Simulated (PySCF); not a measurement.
# Excitation energy of Ar+ by level of theory

Ar+ [Ne] 3s2 3p5 (2P) → Ar+ [Ne] 3s1 3p5 3d1 (high-spin determinant), as a difference of total energies. Calculation: PySCF 2.14, in aug-cc-pCVTZ-DK with one added diffuse shell each of s, p, d, f type (9s8p6d4f, 91 functions); scalar relativity by spin-free X2C-1e. Correlated levels: valence: [Ne] frozen; valence and next inner shell: 1s2 frozen; nothing frozen. The calculations carry no spin-orbit coupling.

```
                                method  excitation energy (eV)
                                   UHF                  33.074
                                  PBE0                  31.795
                                 B3LYP                  31.711
                         MP2 (valence)                  32.182
                     SCS-MP2 (valence)                  32.086
    MP2 (valence and next inner shell)                  32.165
SCS-MP2 (valence and next inner shell)                  32.066
                   MP2 (all electrons)                  32.158
               SCS-MP2 (all electrons)                  32.061
```

Task: How much does correlation contribute at MP2 (all electrons)?

Result: 32.158 − (33.074) = -0.916 eV, measured against UHF.

The upper state lies above the first ionisation limit, where it may autoionise and the basis confines it.

The promoted electron is Rydberg-like, and one or two diffuse shells describe it only roughly, which tends to raise the upper state.

The determinant of the upper state mixes LS terms, which raises its energy above the lowest term, most at the Hartree-Fock and MP2 levels.
